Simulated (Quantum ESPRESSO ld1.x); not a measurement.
Q: The mean radii <r> (bohr) of the occupied orbitals of an atom or ion are listed with their occupations. Method: scalar-relativistic Kohn-Sham, PBE, spin-unpolarised, spherical densities, point nucleus; computed with ld1.x of Quantum ESPRESSO 7.5.

| orbital | occ. | <r> |
|---|---|---|
| 1s | 2 | 0.06357 |
| 2s | 2 | 0.2930 |
| 2p | 6 | 0.2598 |
| 3s | 2 | 0.8516 |
| 3p | 6 | 0.8814 |
| 4s | 2 | 2.086 |

Name the element and its charge.

A: Z = 24, chromium, charge +4: Cr4+ in [Ar] 4s2. The 1s radius gives Z: for a bare nucleus <r> = (2 gamma + 1)/(2Z) with gamma = sqrt(1 - (Z/c)^2), 0.06186 bohr for Z = 24, and screening makes it slightly larger (0.06357 here). The occupations add up to 20, and the charge is Z minus that.
